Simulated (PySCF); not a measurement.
SnMe4, C4H12Sn.
Structure used (PBE0-D3(BJ)/def2-SVP), in Å, numbered top down from 1:
```
atom  x, y, z in Å
Sn1   -0.004    0.001    0.003
C2     0.000   -0.026    2.160
H3    -1.026    0.056    2.548
H4     0.588    0.817    2.552
H5     0.440   -0.963    2.531
C6     2.030    0.010   -0.713
H7     2.050   -0.074   -1.810
H8     2.591   -0.835   -0.288
H9     2.536    0.944   -0.426
C10   -1.021    1.770   -0.696
H11   -0.932    1.858   -1.788
H12   -0.583    2.668   -0.235
H13   -2.088    1.728   -0.435
C14   -1.016   -1.754   -0.737
H15   -2.021   -1.829   -0.297
H16   -0.453   -2.661   -0.475
H17   -1.119   -1.707   -1.831
```

Method used: PBE0-D3(BJ)/def2-SVP geometry optimisation, gas phase, def2 core potentials past Kr (PySCF).

Q: Which atoms are bound to Sn1, and at what distances?

A: 4 atoms: C10 2.157 Å, C6 2.157 Å, C14 2.157 Å, C2 2.157 Å. The nearest atom not counted as bound is H12, at 2.74 Å (others tie with it).

Q: List the angles at Sn1.

A: 
```json
{"angle": "C10–Sn1–C14", "degrees": "109.6", "distance of the outer atoms (Å)": "3.52"}
{"angle": "C2–Sn1–C10", "degrees": "109.5", "distance of the outer atoms (Å)": "3.52"}
{"angle": "C2–Sn1–C14", "degrees": "109.5", "distance of the outer atoms (Å)": "3.52"}
{"angle": "C6–Sn1–C10", "degrees": "109.5", "distance of the outer atoms (Å)": "3.52"}
{"angle": "C6–Sn1–C14", "degrees": "109.4", "distance of the outer atoms (Å)": "3.52"}
{"angle": "C2–Sn1–C6", "degrees": "109.3", "distance of the outer atoms (Å)": "3.52"}
```

Q: What is the shape at Sn1?

A: Tetrahedral: angles from 109.3° to 109.6°; τ4 = (360° − α − β)/141° = 1.00 with α and β the two widest (0 for a square, 1 for a tetrahedron).

Q: What are the other bond lengths?

A: C2–H3 and 11 like bonds 1.100 Å.

Point group: near Td, missed by 0.23 Å at most; the miss may be what the optimiser left on a soft mode (T holds within 0.08 Å). Charge 0, singlet. No frequency check.

The run took 55 s on one thread of an AMD EPYC 9B14, shared host with 60 logical CPUs at a one-minute load of 22, and the process peaked at 0.62 GiB of memory. This is the geometry optimisation.
